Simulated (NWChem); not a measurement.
ZrSClF; SMILES [Zr]([F])(=[S])[Cl]

```xyz
4

Zr    -0.2666    -0.0909     0.2189
S      1.2039    -1.6781    -0.1674
F     -2.0132    -0.5611    -0.3837
Cl     0.5601     2.0903    -0.1543
```
Atoms are numbered in this order, from 1.

Results from NWChem. The geometry was optimised at PBE0/def2-SVP (def2 core potentials past Kr).

Problem. What does the run give for Hartree-Fock/3-21G, non-relativistic? Quantities: highest occupied level (eV); orbital gap (eV); dipole (D).

Solution. 
```yaml
highest occupied level (eV): -10.45
orbital gap (eV): 9.24
dipole (D): 4.80
```
